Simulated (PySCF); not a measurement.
B2Cl3, SMILES ClB(Cl)[B]Cl, doublet (CAM-B3LYP/def2-SVP optimised geometry):

```
5

Cl     2.078    -0.002     0.000
B      0.397     0.001     0.000
B     -1.197     0.001     0.000
Cl    -2.078     1.532     0.000
Cl    -2.074    -1.532     0.000
```

Computed with unrestricted CAM-B3LYP/def2-TZVP (PySCF).

**Question.** What are the frontier orbital energies (α orbitals alone; a β orbital can be the lowest empty one) and the dipole moment?

**Answer.** HOMO-2 -10.48 eV, HOMO-1 -10.37 eV, HOMO -7.19 eV, LUMO -1.27 eV, LUMO+1 1.08 eV; dipole moment 2.64 D.

On the same geometry unrestricted PBE/def2-TZVP run with PySCF 2.14.0 gives HOMO-2 -7.71 eV, HOMO-1 -7.60 eV, HOMO -4.89 eV, LUMO -3.43 eV, LUMO+1 -0.92 eV; dipole moment 2.57 D.

Meta-Löwdin charges at CAM-B3LYP/def2-TZVP: Cl1 0.11, B2 0.10, B3 -0.05, Cl4 -0.07, Cl5 -0.07.
